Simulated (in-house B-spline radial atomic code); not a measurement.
# Binding energies in Ag²⁺

NIST's tabulated ground configuration is [Kr] 4d9; each binding energy is the energy of the ion with one electron taken from that subshell, relaxed, less that of the parent. Method: Dirac-Kohn-Sham B3LYP, spherical fractional occupations, Fermi nucleus of rms radius 4.5454 fm. Calculated with an all-electron radial atomic-structure program (B-spline basis). Energies include first-order Breit, QED and recoil terms.

Caution: exact exchange at fractional occupations of open shells leaves self-interaction of up to several eV.

```tsv
subshell	X-ray name	binding energy (eV)	-ε (eV)	relaxation (eV)
1s	K	25618.2	25408.4	-279.0
2s	L1	3815.5	3777.4	-45.8
2p1/2	L2	3560.4	3510.2	-57.6
2p3/2	L3	3388.7	3334.6	-59.2
3s	M1	733	718.7	-15.5
3p1/2	M2	627	612.1	-15.9
3p3/2	M3	597.2	580.9	-16.9
3d3/2	M4	410.7	392.5	-18.5
3d5/2	M5	405.1	386.2	-18.9
4s	N1	129.8	122.2	-7.7
4p1/2	N2	95.48	88.14	-7.49
4p3/2	N3	90.78	82.92	-7.94
4d	N4,5	37.54	30.33	-7.20
```

Relaxation = -ε minus the binding energy without Breit, QED and recoil terms. With a density functional, K lines can miss by some tenths of a per cent, more in light atoms. For a density functional the relaxation so defined is negative, because -ε of a Kohn-Sham level is smaller than the binding energy.

Emission lines follow as differences of binding energies, with λ = 12398.42 eV·Å / E:

```tsv
line	holes	energy (eV)	wavelength (Å)
K-L3	1s → 2p3/2	22229.5	0.55775
K-L2	1s → 2p1/2	22057.8	0.56209
K-M3	1s → 3p3/2	25021.0	0.49552
L3-M5	2p3/2 → 3d5/2	2983.6	4.1555
L2-M4	2p1/2 → 3d3/2	3149.7	3.9364
L1-M3	2s → 3p3/2	3218.3	3.8525
L3-M1	2p3/2 → 3s	2655.7	4.6686
```

Task: What screening constant σ does Moseley's law, E = (3/4)·13.6057 eV·(Z - σ)², need for K-L3?

Result: σ = 0.33.

Moseley's non-relativistic formula needs a falling, then negative, screening constant for heavy elements, because relativity binds the 1s electron more strongly than the formula allows.

Task: What does it cost to remove both a 1s and a 4s electron?

Result: 25771 eV, which is 23.1 eV more than the two single binding energies together.

Task: What does it cost to remove both a 2p3/2 and a 4p3/2 electron?

Result: 3500.4 eV, which is 20.88 eV more than the two single binding energies together.

Task: What does it cost to remove both a 3d3/2 and a 4p3/2 electron?

Result: 521.87 eV, which is 20.36 eV more than the two single binding energies together.
